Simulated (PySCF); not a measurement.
# Two-photon absorption: cuminaldehyde, C10H12O

Geometry:
```json
{"atom": "C1", "x (Å)": "-2.697", "y (Å)": "0.309", "z (Å)": "-0.853"}
{"atom": "C2", "x (Å)": "-1.853", "y (Å)": "-0.527", "z (Å)": "0.108"}
{"atom": "C3", "x (Å)": "-2.269", "y (Å)": "-0.300", "z (Å)": "1.561"}
{"atom": "C4", "x (Å)": "-0.374", "y (Å)": "-0.278", "z (Å)": "-0.091"}
{"atom": "C5", "x (Å)": "0.180", "y (Å)": "0.991", "z (Å)": "0.129"}
{"atom": "C6", "x (Å)": "1.539", "y (Å)": "1.214", "z (Å)": "-0.057"}
{"atom": "C7", "x (Å)": "2.377", "y (Å)": "0.173", "z (Å)": "-0.468"}
{"atom": "C8", "x (Å)": "3.821", "y (Å)": "0.410", "z (Å)": "-0.668"}
{"atom": "O9", "x (Å)": "4.613", "y (Å)": "-0.427", "z (Å)": "-1.023"}
{"atom": "C10", "x (Å)": "1.835", "y (Å)": "-1.098", "z (Å)": "-0.691"}
{"atom": "C11", "x (Å)": "0.476", "y (Å)": "-1.314", "z (Å)": "-0.503"}
{"atom": "H12", "x (Å)": "-2.409", "y (Å)": "0.129", "z (Å)": "-1.900"}
{"atom": "H13", "x (Å)": "-2.581", "y (Å)": "1.386", "z (Å)": "-0.654"}
{"atom": "H14", "x (Å)": "-3.766", "y (Å)": "0.065", "z (Å)": "-0.746"}
{"atom": "H15", "x (Å)": "-2.031", "y (Å)": "-1.590", "z (Å)": "-0.128"}
{"atom": "H16", "x (Å)": "-2.135", "y (Å)": "0.753", "z (Å)": "1.855"}
{"atom": "H17", "x (Å)": "-3.332", "y (Å)": "-0.552", "z (Å)": "1.705"}
{"atom": "H18", "x (Å)": "-1.674", "y (Å)": "-0.918", "z (Å)": "2.250"}
{"atom": "H19", "x (Å)": "-0.462", "y (Å)": "1.816", "z (Å)": "0.451"}
{"atom": "H20", "x (Å)": "1.962", "y (Å)": "2.208", "z (Å)": "0.118"}
{"atom": "H21", "x (Å)": "4.149", "y (Å)": "1.462", "z (Å)": "-0.459"}
{"atom": "H22", "x (Å)": "2.504", "y (Å)": "-1.899", "z (Å)": "-1.012"}
{"atom": "H23", "x (Å)": "0.055", "y (Å)": "-2.308", "z (Å)": "-0.678"}
```

Computed with PySCF, TDDFT CAM-B3LYP/def2-SVPD excited states, vertical, gas phase. Geometry: PBE0-D3(BJ)/def2-SVP.

(1) Give the one- and two-photon strengths of the lowest singlets.

Answers

(1) δ for parallel linear polarisation; σ at the peak of a Lorentzian of half width 0.1 eV, single beam; Ω is circular over linear.
```csv
state,E (eV),f,photon λ (nm),δ (au),σ (GM),Ω,main
S1,3.92,0.000,632,<0.1,0.00,–,"HOMO−2→LUMO 0.88, HOMO−2→LUMO+5 0.08"
S2,5.00,0.012,496,8.02,0.07,1.43,"HOMO−1→LUMO 0.72, HOMO→LUMO+1 0.25"
S3,5.21,0.363,476,434,4.32,0.73,HOMO→LUMO 0.92
S4,6.40,0.269,387,32.1,0.48,0.68,"HOMO→LUMO+1 0.67, HOMO−1→LUMO 0.26"
S5,6.65,0.000,373,<0.1,0.00,–,HOMO−2→LUMO+1 0.96
S6,6.71,0.535,369,115,1.90,0.62,HOMO−1→LUMO+1 0.86
```

Among these, the strongest one-photon state is S6, the strongest two-photon state S3, with a dipole change of 3.2 D (relaxed, norm of the difference vector).
